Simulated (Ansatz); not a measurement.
`[OH][Al]([Br])[Br]` + H–F → `[OH][Al]([F])[Br]` + HBr at 600 K and 1 bar (ligand exchange at the Al–Br bond).

Gas-phase electronic energies from Ansatz, PBE0-D4/def2-TZVP geometries. CCSD(T)/CBS is the MP2 limit (def2-TZVPP, def2-QZVPP) plus CCSD(T) − MP2 in def2-TZVPP, frozen cores. This one scheme is used for every species. For Br outer-core shells are correlated without core-valence functions, which leaves a few kJ/mol of doubt a bond. Scalar relativity is left out up to krypton. Each species was taken in one conformer, which may not be the lowest.

```tsv
species	CCSD(T)/CBS energy (Eh)	H − E (kJ/mol)	S (J/(mol·K))
`[OH][Al]([Br])[Br]`	-5464.62977	87.6	408.6
H–F	-100.39570	42.3	194.0
`[OH][Al]([F])[Br]`	-2991.11301	89.0	382.7
HBr	-2573.91920	33.5	219.1
```

H − E and S are ideal-gas, rigid-rotor, harmonic terms from PBE0-D4/def2-TZVP, for one conformer and one mirror image of each species. 1 Eh = 2625.50 kJ/mol, R = 8.31446 J/(mol·K).

Q: By hand: ΔE, ΔH, ΔS and ΔG.

A: ΔE = (-2991.11301) + (-2573.91920) − (-5464.62977) − (-100.39570) = -0.00674 Eh = -17.7 kJ/mol. Δ(H − E) = 89.0 + 33.5 − 87.6 − 42.3 = -7.4, so ΔH = -25.1 kJ/mol. ΔS = 382.7 + 219.1 − 408.6 − 194.0 = -0.8 J/(mol·K). ΔG = -25.1 − 600 × (-0.8)/1000 = -24.6 kJ/mol.

Q: By hand: the equilibrium constant, and the temperature at which ΔG would vanish if ΔH and ΔS stayed fixed.

A: log₁₀ K = −ΔG/(RT ln 10) = 2.1. ΔG = 0 at ΔH/ΔS = 31375 K, far beyond where these terms or the molecules hold.

The number of gas molecules stays the same, so ΔS is small and ΔH decides. A doubt of 5 kJ/mol in ΔE shifts log₁₀ K by 0.4 here. Other conformers and mirror images would add mixing entropy, several J/(mol·K) or more a flexible species. These are equilibria of isolated gas molecules and say nothing of rates. Largest T1 diagnostic: 0.010 (customary marks: 0.02 for closed shells, 0.045 for open ones).
